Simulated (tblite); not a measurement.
Problem. What does the GFN2-xTB structure of `[CH]1CCCO[C@H]1OC` [radical] look like in three dimensions? (Doublet state.)

Solution. 
```xyz
19
C6H11O2 angstrom
C      2.657   -0.636   -0.214
O      1.425   -0.258   -0.783
C      0.720    0.722   -0.027
C     -0.411    1.201   -0.861
C     -1.675    0.436   -0.868
C     -1.989   -0.088    0.538
C     -0.731   -0.730    1.116
O      0.321    0.213    1.219
H      2.523   -1.012    0.804
H      3.056   -1.424   -0.851
H      3.352    0.211   -0.193
H      1.412    1.547    0.218
H     -0.208    1.940   -1.614
H     -1.570   -0.431   -1.541
H     -2.494    1.046   -1.256
H     -2.285    0.745    1.177
H     -2.800   -0.816    0.510
H     -0.899   -1.087    2.134
H     -0.414   -1.570    0.483
```

Orientation and origin are arbitrary. Atoms count from 1 in this order. The C–C distances run from 1.477 Å (C4–C5, drawn single) to 1.533 Å (C5–C6, drawn single), a spread of 0.056 Å. C4 (carbon bonded to 2 C and H) is almost planar (angles 120.9°, 119.2° and 118.2°, sum 358.3°, 0.10 Å off the plane of its three neighbours). Of the pairs four or more bonds apart, O8···H9 is among the closest relative to their van der Waals radii: 2.55 Å, 94 % of the sum of Bondi's values. O2 (oxygen bonded to 2 C) is bent (angle 113.8°).

Bonds between heavy atoms (Å): C1–O2 1.409, O2–C3 1.424, C3–C4 1.485, C4–C5 1.477, C5–C6 1.533, C6–C7 1.526, C7–O8 1.417, C3–O8 1.404.

The geometry is computed with GFN2-xTB (gas phase). This method treats the open shell by occupation alone, without spin polarisation.

Point group: C1 (no symmetry element, even within 0.4 Å). Its GFN2-xTB frequencies are all real (lowest 68 cm⁻¹). Torsions: C1–O2–C3–C4 170°, O2–C3–C4–C5 84°, C3–C4–C5–C6 39°, C4–C5–C6–C7 -47°, C5–C6–C7–O8 61°. 2 starts were optimised and ended at 0.00 and 2.68 kcal/mol (GFN2-xTB); the lowest of these is shown.

One conformer stands for the species.
